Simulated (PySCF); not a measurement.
## Electron correlation in Sb⁺ (antimony, charge +1)

Starting occupation: [Kr] 4d10 5s1 5p3, 5s1/2 with m_j = +1/2, 5p3/2 with m_j = -1/2, +1/2, +3/2. Calculation: PySCF 2.14, in x2c-TZVPall-2c; X2C-1e with screened-nucleus spin-orbit coupling, Gaussian nucleus. Frozen: [Ar] 3d10; 22 electrons correlated; the 6 highest virtual spinors left out.

MP2 pair energies summed by pair of shells (mhartree):

```json
{"pair": "4d-4d", "energy": "-159.14", "share (%)": "44.8"}
{"pair": "4d-4p", "energy": "-57.96", "share (%)": "16.3"}
{"pair": "4d-5p", "energy": "-52.59", "share (%)": "14.8"}
{"pair": "4p-4p", "energy": "-19.67", "share (%)": "5.5"}
{"pair": "4d-5s", "energy": "-14.73", "share (%)": "4.2"}
{"pair": "4d-4s", "energy": "-14.59", "share (%)": "4.1"}
{"pair": "5p-5p", "energy": "-12.83", "share (%)": "3.6"}
{"pair": "4p-4s", "energy": "-9.70", "share (%)": "2.7"}
{"pair": "4p-5p", "energy": "-5.07", "share (%)": "1.4"}
{"pair": "4p-5s", "energy": "-3.10", "share (%)": "0.9"}
{"pair": "5p-5s", "energy": "-2.82", "share (%)": "0.8"}
{"pair": "4s-4s", "energy": "-1.62", "share (%)": "0.5"}
{"pair": "4s-5p", "energy": "-0.72", "share (%)": "0.2"}
{"pair": "4s-5s", "energy": "-0.35", "share (%)": "0.1"}
```

Total MP2 correlation energy: -354.89 mhartree.

The GHF reference relaxed away from the jj start to a determinant that is no pure jj level (⟨S²⟩ = 5.99, ⟨J²⟩ = 6.00); the energies belong to that determinant.

This basis was not built for core-valence correlation, so the inner-shell part is incomplete.
